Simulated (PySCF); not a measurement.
Electron correlation in Cl¹³⁺ (chlorine, charge +13)

Starting occupation: [He] 2s2. Calculation: PySCF 2.14, in an uncontracted even-tempered set (17 s from 2.3 bohr⁻², ratio 2.4; 10 p from 3 bohr⁻², ratio 2.4; 5 d from 10 bohr⁻², ratio 2.6; 5 f from 15 bohr⁻², ratio 2.6); X2C-1e with screened-nucleus spin-orbit coupling, Gaussian nucleus. Frozen: nothing; 4 electrons correlated; the 28 highest virtual spinors left out.

MP2 pair energies summed by pair of shells (mhartree):

```
       pair   energy  share (%)
2s1/2-2s1/2  -115.41       67.3
1s1/2-1s1/2   -41.74       24.3
1s1/2-2s1/2   -14.46        8.4
```

Total MP2 correlation energy: -171.61 mhartree.

MP2 falls well short for the outer s pair, which is nearly degenerate with np².
